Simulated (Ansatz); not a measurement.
Cost and result for the atomization energy of CH$_{7}$GeNO, SMILES `N[CH2][GeH2][OH]` (11 atoms, 10 bonds).

Z-matrix (Å, degrees):
```
C
Ge 1 1.954
N 1 1.456 2 108.9
H 1 1.099 2 108.8 3 -126.9
H 1 1.093 2 106.9 3 117.8
O 2 1.788 1 104.8 3 164.7
H 2 1.543 1 113.1 3 -76.1
H 2 1.548 1 110.5 3 46.9
H 3 1.012 1 111.2 2 173.2
H 3 1.012 1 111.0 2 -67.8
H 6 0.959 2 113.1 1 170.5
```

Charge 0, multiplicity 1. Correlated methods include outer-core shells of Ge, which these sets cover unevenly. Scalar relativity is left out up to krypton. The structure was optimised at the PBE0-D4/def2-TZVP level. It is one conformer, not always the lowest. Program: Ansatz. All runs use 4 threads of a server CPU on a shared host. Times are those of one run each, without the atoms' runs, and a repeat can differ threefold. Electronic energies, without spin–orbit coupling; frozen cores. CCSD(T)/CBS adds CCSD(T) − MP2 in def2-TZVPP to the MP2 limit, and its time is that of the two runs behind it. T1 = 0.011. With those shells the extrapolation isn't a true limit. HSE06 is the plane-wave form, built on full-range PBE exchange.

CCSD(T)/CBS is a level of theory with its own doubt, some kJ/mol a heavy atom from the limit and from the frozen cores, so smaller differences don't rank the functionals.

```csv
level,functions,wall time,atomization (kcal/mol),difference from CCSD(T)/CBS,per bond
revPBE-D4/def2-TZVPP,239,1.6 s,872.4,-14.7,-1.5
PBE-D4/def2-TZVPP (with forces),239,1.9 s,895.0,7.9,0.8
PBE0-D4/def2-TZVPP,239,2.4 s,877.9,-9.2,-0.9
BHLYP-D4/def2-TZVPP,239,2.4 s,854.2,-32.9,-3.3
HSE06-D4/def2-TZVPP,239,2.5 s,878.4,-8.7,-0.9
B2PLYP/def2-TZVPP,239,3.8 s,873.1,-14.0,-1.4
r2SCANh-D4/def2-TZVPP,239,3.9 s,874.6,-12.5,-1.2
PBE-QIDH/def2-TZVPP,239,4 s,872.7,-14.4,-1.4
CCSD(T)/def2-SVP,109,5.5 s,824.8,-62.3,-6.2
ωB97M-V/def2-TZVPP (with forces),239,8.5 s,883.3,-3.8,-0.4
MP2/def2-QZVPP,470,18 s,885.1,-2.0,-0.2
CCSD(T)/def2-TZVPP,239,2.4 min,863.6,-23.5,-2.3
CCSD(T)/CBS(def2),–,2.7 min,887.1,0.0,0.0
```

From PBE to PBE0 (25 % exact exchange), in def2-TZVPP and without D4, the atomization energy moves by −16.4 kcal/mol: exact exchange takes away binding that semilocal exchange gives to molecules. In def2-TZVPP, CCSD(T) changes the Hartree–Fock value by +251.0 kcal/mol (the triples alone add +12.7 kcal/mol) and MP2 by +258.6 kcal/mol; breaking electron pairs costs correlation energy, which Hartree–Fock lacks. At CCSD(T), def2-SVP lies −62.3 kcal/mol from the extrapolated value and def2-TZVPP −23.5 kcal/mol: correlation converges slowly with the basis, and small sets miss more of it in the bonded molecule than in its fragments.
